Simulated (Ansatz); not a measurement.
Ansatz (a quantum-chemistry and plane-wave program) input (SVWN5/def2-TZVPD):

Ansatz 0.2 input:
```yaml
crystal:
  periodic: [false, false, false]
  atoms:
    - {symbol: C, position_ang: [-0.20630078, -1.26078573, -1.49992088]}
    - {symbol: Ge, position_ang: [-0.00682163, -0.02027651, -0.02570323]}
    - {symbol: C, position_ang: [-0.07435609, 1.82358992, -0.71489116]}
    - {symbol: C, position_ang: [-1.45412509, -0.32371849, 1.27394254]}
    - {symbol: C, position_ang: [1.73243543, -0.30445355, 0.86595605]}
    - {symbol: H, position_ang: [-0.70290034, -2.21876201, -1.39235943]}
    - {symbol: H, position_ang: [0.19578174, -1.06092033, -2.48709134]}
    - {symbol: H, position_ang: [0.06949327, 2.53680172, 0.09773576]}
    - {symbol: H, position_ang: [-1.03751475, 2.02225262, -1.18521255]}
    - {symbol: H, position_ang: [0.71111624, 1.98172877, -1.45484664]}
    - {symbol: H, position_ang: [-2.42620743, -0.14505349, 0.81389428]}
    - {symbol: H, position_ang: [-1.42794248, -1.35097981, 1.63939933]}
    - {symbol: H, position_ang: [-1.34527725, 0.34759276, 2.12661956]}
    - {symbol: H, position_ang: [1.79954179, -1.31979208, 1.25680159]}
    - {symbol: H, position_ang: [2.55100696, -0.14881172, 0.16306651]}
    - {symbol: H, position_ang: [1.84527348, 0.39699885, 1.69397693]}
basis:
  gaussian:
    orbitals: def2-TZVPD
hamiltonian:
  xc: {name: SVWN5}
magnetization: {spin_polarized: true, initial_magnetization: 1}
output: {forces: true}
```

End of the output:

```
1630 factors; their error is unknown
0.20 GiB of the device are held for the grids
1.98 GiB of device memory are held for the factors and their scratch space
mean field: 2.34 GiB planned
mean field evaluation 1: about -60691.1096 eV, gradient 8.2e1 eV
mean field evaluation 2: about -60655.3370 eV, gradient 1.1e2 eV
mean field evaluation 4: about -60718.8038 eV, gradient 6.5e0 eV
mean field evaluation 8: about -60718.9987 eV, gradient 2.2e-1 eV
mean field evaluation 16: about -60718.9480 eV, gradient 3.6e-3 eV
mean field -60718.94795854 eV, -2231.3801806951 hartree, gradient 2.0e-5 eV, S^2 0.752718; 0 other end points of the search recorded, 0 dependent functions left out
the calculation of the forces begins
reference -60718.94801378 eV, -2231.3801827253 hartree; 34, 33 occupied and 267, 268 virtual orbitals, 1630 factors
Total energy: -60718.94801378 eV, -2231.3801827253 hartree
Atom 0 at    -0.206301    -1.260786    -1.499921 Å, force     0.099471     0.568900     0.676253 eV/Å
Atom 1 at    -0.006822    -0.020277    -0.025703 Å, force    -0.067863    -0.053151    -0.088566 eV/Å
Atom 2 at    -0.074356     1.823590    -0.714891 Å, force     0.037663    -0.650596     0.246482 eV/Å
Atom 3 at    -1.454125    -0.323718     1.273943 Å, force     0.526809     0.105676    -0.457500 eV/Å
Atom 4 at     1.732435    -0.304454     0.865956 Å, force    -0.571641     0.096050    -0.293983 eV/Å
Atom 5 at    -0.702900    -2.218762    -1.392359 Å, force    -0.188892    -0.329500     0.084755 eV/Å
Atom 6 at     0.195782    -1.060920    -2.487091 Å, force     0.156094     0.114870    -0.336691 eV/Å
Atom 7 at     0.069493     2.536802     0.097736 Å, force     0.047832     0.181808     0.263549 eV/Å
Atom 8 at    -1.037515     2.022253    -1.185213 Å, force    -0.293086     0.017872    -0.129049 eV/Å
Atom 9 at     0.711116     1.981729    -1.454847 Å, force     0.240989     0.012335    -0.212751 eV/Å
Atom 10 at    -2.426207    -0.145053     0.813894 Å, force    -0.265343     0.061337    -0.169984 eV/Å
Atom 11 at    -1.427942    -1.350980     1.639399 Å, force     0.036392    -0.308013     0.086612 eV/Å
Atom 12 at    -1.345277     0.347593     2.126620 Å, force     0.061741     0.210262     0.237897 eV/Å
Atom 13 at     1.799542    -1.319792     1.256802 Å, force    -0.019225    -0.307379     0.095509 eV/Å
Atom 14 at     2.551007    -0.148812     0.163067 Å, force     0.211680     0.050496    -0.238213 eV/Å
Atom 15 at     1.845273     0.396999     1.693977 Å, force    -0.012621     0.229034     0.235680 eV/Å
Dipole moment:     0.017516     0.034821     0.048016 e Å
```

It need not be the lowest isomer of its formula.
